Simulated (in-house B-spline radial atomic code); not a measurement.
Successive ionisation energies of gold; each step leads to the configuration of the next row (after the last: [Kr] 4d10 4f12 5s1). Dirac energy differences include first-order Breit, QED and recoil terms. NIST's values go from ground level to ground level; the uncertainty of those that are theory runs from under 0.1 % in few-electron ions to several per cent in heavy many-electron ones. Computed with a radial B-spline atomic code at the basis-set limit: Dirac-Hartree-Fock, average of the configuration, finite nuclei.

| ion | configuration | ionisation energy (eV) | tabulated value (eV) | tabulated kind | computed minus tabulated (eV) | highest orbital | largest mean radius (bohr) |
| --- | --- | --- | --- | --- | --- | --- | --- |
| Au | [Xe] 4f14 5d10 6s1 | 7.7 | 9.225554 | measured | -1.6 | 6s1/2 | 3.0609 |
| Au+ | [Xe] 4f14 5d10 | 19.2 | 20.203 | measured | -1.0 | 5d5/2 | 1.5813 |
| Au2+ | [Xe] 4f14 5d9 | 32.1 | 30 | tabulated theory | 2.1 | 5d5/2 | 1.5032 |
| Au3+ | [Xe] 4f14 5d8 | 46.1 | 45 | tabulated theory | 1.1 | 5d5/2 | 1.4423 |
| Au4+ | [Xe] 4f14 5d7 | 61.1 | 60 | tabulated theory | 1.1 | 5d5/2 | 1.3919 |
| Au5+ | [Xe] 4f14 5d6 | 76.8 | 74 | tabulated theory | 2.8 | 5d5/2 | 1.3489 |
| Au6+ | [Xe] 4f14 5d5 | 93.3 | 94 | tabulated theory | -0.7 | 5d5/2 | 1.3113 |
| Au7+ | [Xe] 4f14 5d4 | 110.5 | 112 | tabulated theory | -1.5 | 5d5/2 | 1.2778 |
| Au8+ | [Xe] 4f14 5d3 | 128.3 | 130.1 | tabulated theory | -1.8 | 5d5/2 | 1.2475 |
| Au9+ | [Xe] 4f14 5d2 | 146.7 | 149 | tabulated theory | -2.3 | 5d5/2 | 1.22 |
| Au10+ | [Xe] 4f14 5d1 | 165.7 | 168.2 | semi-empirical | -2.5 | 5d5/2 | 1.1947 |
| Au11+ | [Xe] 4f14 | 252.6 | 248 | semi-empirical | 4.6 | 5p3/2 | 1.0089 |
| Au12+ | [Kr] 4d10 4f14 5s2 5p5 | 275.2 | 275 | tabulated theory | 0.2 | 5p3/2 | 0.99553 |
| Au13+ | [Kr] 4d10 4f14 5s2 5p4 | 298.1 | 299 | tabulated theory | -0.9 | 5p3/2 | 0.98325 |
| Au14+ | [Kr] 4d10 4f14 5s2 5p3 | 321.5 | 324 | tabulated theory | -2.5 | 5p3/2 | 0.97152 |
| Au15+ | [Kr] 4d10 4f14 5s2 5p2 | 345.3 | 365 | tabulated theory | -19.7 | 5p3/2 | 0.96028 |
| Au16+ | [Kr] 4d10 4f14 5s2 5p1 | 369.4 | 392 | tabulated theory | -22.6 | 5p3/2 | 0.9495 |
| Au17+ | [Kr] 4d10 4f14 5s2 | 460.8 | 433 | tabulated theory | 27.8 | 5s1/2 | 0.85006 |
| Au18+ | [Kr] 4d10 4f13 5s2 | 503.7 | 487 | tabulated theory | 16.7 | 5s1/2 | 0.83696 |
| Au19+ | [Kr] 4d10 4f12 5s2 | 510.4 | 520 | tabulated theory | -9.6 | 5s1/2 | 0.82435 |

Task: Where is the largest jump?

Result: From Au to Au+, by a factor of 2.50 (7.655 to 19.158 eV); the highest orbital goes from 6s1/2 to 5d5/2.

Where a p, d or f electron is removed, the computed value is a mean over both j, so it misses the tabulated one by a part of the spin-orbit splitting; averaging over terms and missing correlation add to the gap, relatively most at low charge.
